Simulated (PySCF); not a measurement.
PySCF 2.14 output of a UHF calculation on a single atom or ion in aug-cc-pVDZ-DK (7s6p4d2f, 59 functions), with scalar relativity by spin-free X2C-1e:

```
SCF conv_tol = 1e-09
number electrons alpha = 14  beta = 14
cycle= 1 E= -1793.36104231893  delta_E= -2.5e-12  |g|= 7.65e-06  |ddm|= 1.26e-05
converged SCF energy = -1793.36104231893  <S^2> = 6.0396133e-14  2S+1 = 1
```

The run itself started from symmetry-adapted Hartree-Fock orbitals and held the occupation by maximum overlap, so the iterations belong to that start.

Problem. Which element, charge and spin multiplicity is this?

Solution. Zn(2+) (zinc, charge +2), multiplicity 1; the state was [Ar] 3d10, closed-shell 1S.
